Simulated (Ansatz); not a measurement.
Consider the formal hydrolysis of a B–N bond: `NB(O)[SiH2]F` + H₂O → `OB(O)[SiH2]F` + NH₃.

Gas-phase electronic energies from Ansatz, PBE0-D4/def2-TZVP geometries. CBS: MP2 limit from def2 TZ/QZ plus the TZ coupled-cluster correction, frozen cores. This one scheme is used for every species. DFT in def2-TZVPP. B3LYP here is the variant with VWN-RPA as its local correlation; programs differ in this. One conformer a species, not always the lowest.

Is it downhill or uphill in electronic energy at CCSD(T)/CBS, and by how much? (An estimate is asked.)

The calculation gave: Downhill: ΔE = -0.13 eV.

What do these levels give: r2SCAN-D4, PBE0-D4, B3LYP-D4, ωB97X-V, ωB97M-V, B2PLYP, r2SCAN, MP2/def2-TZVPP, CCSD/def2-TZVPP, MP2/def2-QZVPP, MP2/CBS(def2), CCSD/CBS(def2)? (An estimate is asked.)

Computed: r2SCAN-D4 -0.15, PBE0-D4 -0.12, B3LYP-D4 -0.15, ωB97X-V -0.16, ωB97M-V -0.15, B2PLYP -0.17, r2SCAN -0.15, MP2/def2-TZVPP -0.14, CCSD/def2-TZVPP -0.17, MP2/def2-QZVPP -0.12, MP2/CBS(def2) -0.11, CCSD/CBS(def2) -0.13 eV.

Largest T1 diagnostic among the species: 0.013.

In def2-TZVPP, CCSD(T) changes the Hartree–Fock value by +0.08 eV (the triples alone add +0.01 eV) and MP2 by +0.10 eV.
